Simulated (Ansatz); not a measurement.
AlH₇SiSn (`[AlH2][SnH2][SiH3]`). Charge 0, multiplicity 1. Sn: def2 effective core potential. All single points use the PBE0-D4/def2-TZVP geometry.

```xyz
10

Al   -1.604    1.759    0.691
Sn    0.656    0.689   -0.216
Si    0.642   -1.873   -0.332
H    -2.829    0.831    1.091
H    -1.747    3.334    0.840
H     1.983    1.163    0.762
H     1.016    1.282   -1.784
H     0.407   -2.442    1.023
H    -0.453   -2.336   -1.226
H     1.931   -2.406   -0.849
```

Problem. What is the dipole moment at r2SCAN/def2-TZVPP? (Estimate.)

Solution. Ansatz gave: 0.57 D, with components (-0.49, 0.21, 0.20) D in this frame, pointing from negative to positive charge.

Problem. And with PBE, B3LYP, ωB97M-V? (Estimate.)

Solution. Computed: PBE 0.55 D, B3LYP 0.61 D, ωB97M-V 0.65 D.

Problem. Give the Mulliken charges with r2SCAN, B3LYP, PBE in def2-TZVPP. (Estimate.)

Solution. Computed: 
| atom | r2SCAN | B3LYP | PBE |
| --- | --- | --- | --- |
| Al1 | 0.46 | 0.36 | 0.32 |
| Sn2 | 0.19 | 0.26 | 0.22 |
| Si3 | 0.09 | 0.06 | 0.00 |
| H4 | -0.15 | -0.13 | -0.10 |
| H5 | -0.15 | -0.13 | -0.10 |
| H6 | -0.12 | -0.13 | -0.11 |
| H7 | -0.12 | -0.13 | -0.11 |
| H8 | -0.06 | -0.06 | -0.04 |
| H9 | -0.06 | -0.06 | -0.04 |
| H10 | -0.06 | -0.05 | -0.04 |

B3LYP here is the variant with VWN-RPA as its local correlation; programs differ in this.
